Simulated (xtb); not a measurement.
FIn, triplet, from a rough starting geometry (GFN-xTB shapes and energies of metal compounds can be far from the true ones) (the spin is typed, not shown lowest).

Input for xtb:
```
$ xtb mol.xyz --gfn 2 --uhf 2 --opt vtight --json

# file mol.xyz
2

In    -0.54602793    -0.43870533    -0.71712177
F      0.56105326     0.43010942     0.72826033
```

Question: Estimate the dipole moment that GFN2-xTB (xtb 6.7.1) returns for this input.

Answer: 1.67 D

Question: What total energy at the end of the optimisation does GFN2-xTB give?

Answer: -5.7902 Eh
